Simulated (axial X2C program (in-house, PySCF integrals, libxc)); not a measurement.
# Outer orbitals of GaO at 1.704 Å, PBE0

Computed with an in-house all-electron X2C program for linear molecules (integrals from PySCF). Spin-free means the one-electron spin-free X2C Hamiltonian; two-component (2c) means X2C with spin–orbit coupling and atomic mean-field two-electron Coulomb and Gaunt terms, so the difference of the two also holds small scalar two-electron terms. Basis: Ga dyall-cv3z [9s9p7d4f1g], O dyall-av3z [7s6p3d2f] (cores contracted in-house); Gaussian nuclei, density fitting, unrestricted open shells. Masses: Ga 68.926 u, O 15.995 u.

The distance is close to the 2c PBE0 minimum; the highest filled and lowest empty levels are listed.

Spin-free orbitals, state M_S = 1/2, Λ = 0 (beyond evenly filled blocks: σα) (Löwdin shares):

```
symmetry  occupied  ε (eV)             atomic character
      σβ       yes  -25.20   52% O s, 36% Ga d, 5% Ga p
     δ-α       yes  -23.06                    100% Ga d
     δ+α       yes  -23.06                    100% Ga d
     δ+β       yes  -23.04                    100% Ga d
     δ-β       yes  -23.04                    100% Ga d
     π+α       yes  -23.01                     99% Ga d
     π-α       yes  -23.01                     99% Ga d
     π-β       yes  -22.96                     99% Ga d
     π+β       yes  -22.96                     99% Ga d
      σα       yes  -22.38   78% Ga d, 17% O s, 2% Ga p
      σβ       yes  -21.93   68% Ga d, 25% O s, 3% Ga p
      σα       yes  -11.91    64% O p, 28% Ga s, 4% O s
      σβ       yes  -10.02    45% Ga s, 43% O p, 6% O s
     π-α       yes   -8.44    85% O p, 9% Ga p, 4% Ga d
     π+α       yes   -8.44    85% O p, 9% Ga p, 4% Ga d
      σα       yes   -8.22  36% Ga s, 28% O p, 28% Ga p
     π-β       yes   -8.01   84% O p, 10% Ga p, 4% Ga d
     π+β       yes   -8.01   84% O p, 10% Ga p, 4% Ga d
      σβ        no   -4.35  44% O p, 28% Ga p, 22% Ga s
     π-α        no   -1.40   76% Ga p, 10% O p, 9% Ga d
     π+α        no   -1.40   76% Ga p, 10% O p, 9% Ga d
     π-β        no   -1.00   76% Ga p, 12% O p, 7% Ga d
     π+β        no   -1.00   76% Ga p, 12% O p, 7% Ga d
```

Spinors with spin–orbit coupling (state Ω = 1/2):

```json
{"ω": "-1/2", "occupied": "yes", "ε (eV)": "-25.21", "atomic character": "52% O s, 36% Ga d, 5% Ga p", "λ mixture": "100% σ"}
{"ω": "-3/2", "occupied": "yes", "ε (eV)": "-23.31", "atomic character": "100% Ga d", "λ mixture": "86% δ, 14% π"}
{"ω": "3/2", "occupied": "yes", "ε (eV)": "-23.30", "atomic character": "100% Ga d", "λ mixture": "82% δ, 18% π"}
{"ω": "-1/2", "occupied": "yes", "ε (eV)": "-23.13", "atomic character": "97% Ga d", "λ mixture": "98% π, 2% σ"}
{"ω": "1/2", "occupied": "yes", "ε (eV)": "-23.10", "atomic character": "97% Ga d", "λ mixture": "93% π, 7% σ"}
{"ω": "5/2", "occupied": "yes", "ε (eV)": "-22.90", "atomic character": "100% Ga d", "λ mixture": "100% δ"}
{"ω": "-5/2", "occupied": "yes", "ε (eV)": "-22.87", "atomic character": "100% Ga d", "λ mixture": "100% δ"}
{"ω": "3/2", "occupied": "yes", "ε (eV)": "-22.85", "atomic character": "99% Ga d", "λ mixture": "82% π, 18% δ"}
{"ω": "-3/2", "occupied": "yes", "ε (eV)": "-22.81", "atomic character": "99% Ga d", "λ mixture": "86% π, 14% δ"}
{"ω": "1/2", "occupied": "yes", "ε (eV)": "-22.33", "atomic character": "80% Ga d, 15% O s", "λ mixture": "93% σ, 7% π"}
{"ω": "-1/2", "occupied": "yes", "ε (eV)": "-21.91", "atomic character": "69% Ga d, 24% O s, 3% Ga p", "λ mixture": "98% σ, 2% π"}
{"ω": "1/2", "occupied": "yes", "ε (eV)": "-11.91", "atomic character": "64% O p, 28% Ga s, 4% O s", "λ mixture": "100% σ"}
{"ω": "-1/2", "occupied": "yes", "ε (eV)": "-10.01", "atomic character": "45% Ga s, 43% O p, 6% O s", "λ mixture": "100% σ"}
{"ω": "-1/2", "occupied": "yes", "ε (eV)": "-8.45", "atomic character": "85% O p, 9% Ga p, 4% Ga d", "λ mixture": "100% π"}
{"ω": "3/2", "occupied": "yes", "ε (eV)": "-8.43", "atomic character": "85% O p, 9% Ga p, 4% Ga d", "λ mixture": "100% π"}
{"ω": "1/2", "occupied": "yes", "ε (eV)": "-8.22", "atomic character": "36% Ga s, 29% O p, 28% Ga p", "λ mixture": "100% σ"}
{"ω": "1/2", "occupied": "yes", "ε (eV)": "-8.02", "atomic character": "84% O p, 10% Ga p, 4% Ga d", "λ mixture": "100% π"}
{"ω": "-3/2", "occupied": "yes", "ε (eV)": "-7.99", "atomic character": "84% O p, 10% Ga p, 4% Ga d", "λ mixture": "100% π"}
{"ω": "-1/2", "occupied": "no", "ε (eV)": "-4.34", "atomic character": "44% O p, 28% Ga p, 22% Ga s", "λ mixture": "100% σ"}
{"ω": "-1/2", "occupied": "no", "ε (eV)": "-1.42", "atomic character": "76% Ga p, 10% O p, 9% Ga d", "λ mixture": "100% π"}
{"ω": "3/2", "occupied": "no", "ε (eV)": "-1.36", "atomic character": "76% Ga p, 10% O p, 9% Ga d", "λ mixture": "100% π"}
{"ω": "1/2", "occupied": "no", "ε (eV)": "-1.03", "atomic character": "76% Ga p, 12% O p, 7% Ga d", "λ mixture": "100% π"}
```

Mulliken charges and populations of the two-component result (they depend on the basis, above all on diffuse functions):

Ga 0.69 e (s 7.62 p 12.64 d 10.03 f 0.01), O -0.69 e (s 3.94 p 4.72 d 0.03). ⟨Lz⟩ = 0.00 ħ and ⟨Sz⟩ = 0.50 ħ (0.20 and 0.30 on the two atoms), which add up to Ω.

The state is one determinant whose occupation by symmetry is held fixed; it was picked as the lowest of a PBE0 search that is not exhaustive. Density functionals use the spin component along the axis (collinear).
